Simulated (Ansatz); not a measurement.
A further run on Sn(OtBu)2 (C₈H₁₈O₂Sn).

```yaml
crystal:
  periodic: [false, false, false]
  atoms:
    - {symbol: Sn, position_ang: [-0.207249, -1.233891, -1.844425]}
    - {symbol: O, position_ang: [1.716525, -0.953273, -1.411510]}
    - {symbol: C, position_ang: [2.434232, -0.283849, -0.374020]}
    - {symbol: C, position_ang: [2.067628, 1.203291, -0.376268]}
    - {symbol: C, position_ang: [2.090133, -0.919152, 0.976408]}
    - {symbol: C, position_ang: [3.916839, -0.473929, -0.697766]}
    - {symbol: H, position_ang: [2.647746, 1.756858, 0.379895]}
    - {symbol: H, position_ang: [2.282329, 1.641145, -1.364593]}
    - {symbol: H, position_ang: [0.995701, 1.321980, -0.156391]}
    - {symbol: H, position_ang: [1.017874, -0.787670, 1.187810]}
    - {symbol: H, position_ang: [2.670733, -0.457843, 1.791873]}
    - {symbol: H, position_ang: [2.322482, -1.996217, 0.954097]}
    - {symbol: H, position_ang: [4.144851, -0.044601, -1.685675]}
    - {symbol: H, position_ang: [4.161912, -1.546926, -0.726976]}
    - {symbol: H, position_ang: [4.556017, 0.014145, 0.055506]}
    - {symbol: O, position_ang: [-0.926973, -0.226527, -0.235276]}
    - {symbol: C, position_ang: [-2.263753, 0.095644, 0.120068]}
    - {symbol: C, position_ang: [-3.227435, -1.029277, -0.275878]}
    - {symbol: C, position_ang: [-2.276524, 0.287009, 1.638881]}
    - {symbol: C, position_ang: [-2.653707, 1.400118, -0.584052]}
    - {symbol: H, position_ang: [-4.256176, -0.814335, 0.054925]}
    - {symbol: H, position_ang: [-3.253799, -1.162089, -1.371224]}
    - {symbol: H, position_ang: [-2.910919, -1.980332, 0.183267]}
    - {symbol: H, position_ang: [-1.971554, -0.645835, 2.138166]}
    - {symbol: H, position_ang: [-3.277762, 0.569693, 2.002065]}
    - {symbol: H, position_ang: [-1.562229, 1.075129, 1.922321]}
    - {symbol: H, position_ang: [-2.631778, 1.264157, -1.678433]}
    - {symbol: H, position_ang: [-1.939300, 2.196298, -0.323652]}
    - {symbol: H, position_ang: [-3.665840, 1.730281, -0.299129]}
basis:
  gaussian: {orbitals: STO-3G}
magnetization: {spin_polarized: true, initial_magnetization: 2}
hamiltonian: {xc: {name: PBE0-DH}}
output: {forces: true}
```

```sh
$ ansatz run in.yaml --threads 2 --pin off --events-out ev --progress --plain --max-ram 20480MiB --backend cuda --devices 0, --max-vram 18GiB
```

Output, abridged:

```
Functional definition: PBE0-DH
1359 factors; integrals over basis functions are off by at most 3.7e-5 eV
mean field evaluation 1: about -174817.9400 eV, gradient 2.1e1 eV
mean field evaluation 2: about -174818.1584 eV, gradient 2.1e1 eV
mean field evaluation 4: about -174821.3484 eV, gradient 2.4e0 eV
mean field evaluation 8: about -174821.4180 eV, gradient 1.5e-1 eV
mean field evaluation 16: about -174821.4162 eV, gradient 1.0e-3 eV
mean field evaluation 32: about -174820.7183 eV, gradient 5.3e0 eV
mean field -174821.41623718 eV, -6424.5685485045 hartree, gradient 3.0e-6 eV, S^2 2.017533; 2 other end points of the search recorded, 0 dependent functions left out
28 core orbitals not correlated: weight in the atoms' cores, before any rotation towards them, 1.000 or more for the frozen orbitals, at most 0.000 for the correlated occupied ones
reference -174821.41625739 eV, -6424.5685492471 hartree; 39, 37 occupied and 28, 30 virtual orbitals, 1359 factors
second order -18.36068288 eV of doubles, -0.00000000 eV of singles
Total energy: -174823.71134275 eV, -6424.6528920785 hartree
Atom 0 at    -0.207249    -1.233891    -1.844425 Å, force     1.143221     1.293915     1.868697 eV/Å
Atom 1 at     1.716525    -0.953273    -1.411510 Å, force    -0.337832    -1.113024    -1.756623 eV/Å
Atom 2 at     2.434232    -0.283849    -0.374020 Å, force    -1.820627    -0.426295    -0.651585 eV/Å
Atom 3 at     2.067628     1.203291    -0.376268 Å, force     0.016837     1.317602     0.229480 eV/Å
Atom 4 at     2.090133    -0.919152     0.976408 Å, force     0.036667    -0.349268     1.297969 eV/Å
Atom 5 at     3.916839    -0.473929    -0.697766 Å, force     1.220918    -0.164042    -0.277348 eV/Å
Atom 6 at     2.647746     1.756858     0.379895 Å, force    -0.209606    -0.110214    -0.210153 eV/Å
Atom 7 at     2.282329     1.641145    -1.364593 Å, force    -0.108706    -0.119369     0.312334 eV/Å
Atom 8 at     0.995701     1.321980    -0.156391 Å, force     0.227828    -0.005386    -0.067393 eV/Å
Atom 9 at     1.017874    -0.787670     1.187810 Å, force     0.234161    -0.053394    -0.037366 eV/Å
Atom 10 at     2.670733    -0.457843     1.791873 Å, force    -0.210811    -0.148706    -0.187328 eV/Å
Atom 11 at     2.322482    -1.996217     0.954097 Å, force    -0.114423     0.330451     0.024724 eV/Å
Atom 12 at     4.144851    -0.044601    -1.685675 Å, force    -0.038418    -0.098203     0.288875 eV/Å
Atom 13 at     4.161912    -1.546926    -0.726976 Å, force    -0.043177     0.302059     0.033370 eV/Å
Atom 14 at     4.556017     0.014145     0.055506 Å, force    -0.190700    -0.138095    -0.211459 eV/Å
Atom 15 at    -0.926973    -0.226527    -0.235276 Å, force     1.327427    -0.718514    -0.383869 eV/Å
Atom 16 at    -2.263753     0.095644     0.120068 Å, force    -0.099576    -0.121503    -0.770878 eV/Å
Atom 17 at    -3.227435    -1.029277    -0.275878 Å, force    -0.972462    -0.967825    -0.215294 eV/Å
Atom 18 at    -2.276524     0.287009     1.638881 Å, force     0.116582     0.093685     1.259281 eV/Å
Atom 19 at    -2.653707     1.400118    -0.584052 Å, force    -0.543649     1.120288    -0.617414 eV/Å
Atom 20 at    -4.256176    -0.814335     0.054925 Å, force     0.300772    -0.008858    -0.019721 eV/Å
Atom 21 at    -3.253799    -1.162089    -1.371224 Å, force     0.108694     0.085172     0.340193 eV/Å
Atom 22 at    -2.910919    -1.980332     0.183267 Å, force    -0.102560     0.280643    -0.147971 eV/Å
Atom 23 at    -1.971554    -0.645835     2.138166 Å, force    -0.113298     0.249414    -0.105096 eV/Å
Atom 24 at    -3.277762     0.569693     2.002065 Å, force     0.298878    -0.077063    -0.182121 eV/Å
Atom 25 at    -1.562229     1.075129     1.922321 Å, force    -0.217990    -0.177493    -0.045021 eV/Å
Atom 26 at    -2.631778     1.264157    -1.678433 Å, force    -0.002014     0.040061     0.350991 eV/Å
Atom 27 at    -1.939300     2.196298    -0.323652 Å, force    -0.213032    -0.205358    -0.058661 eV/Å
Atom 28 at    -3.665840     1.730281    -0.299129 Å, force     0.306895    -0.110681    -0.060612 eV/Å
Dipole moment:    -0.469922    -0.048108    -0.052100 e Å
```

Run time 3.9 s (2 threads of AMD EPYC 7R13 on a shared host and a share (18 GiB) of an NVIDIA H100 80GB HBM3), peak host memory 1.1 GiB.

Correlated methods freeze 28 core orbitals; core or outer-core shells of Sn are correlated, in sets that lack core-valence functions.
